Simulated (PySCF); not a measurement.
Al(AsH2)(Me)2 (C2H8AlAs), SMILES [CH3][Al]([CH3])[AsH2]. The structure is a stationary point at PBE0-D3(BJ)/def2-SVP. The structure was generated by enumeration; whether it is a known compound was not checked.

Q: Give the equilibrium geometry at PBE0-D3(BJ)/def2-SVP (PySCF confirms it by a frequency run) as Cartesian coordinates in Å. (An estimate is asked for; the answer gives what the named calculation found.)

A: 
```xyz
12

Al    -0.9462     0.1462     0.3415
As     1.3357    -0.1680    -0.4723
H      0.8382    -0.6608    -1.8277
H      1.4084    -1.5748     0.1130
C     -1.4042    -0.4653     2.1460
H     -1.7625    -1.5099     2.1065
H     -2.2119     0.1321     2.5995
H     -0.5406    -0.4562     2.8303
C     -2.2490     1.0983    -0.7691
H     -3.2243     0.5822    -0.7696
H     -1.9312     1.2284    -1.8150
H     -2.4327     2.1047    -0.3517
```
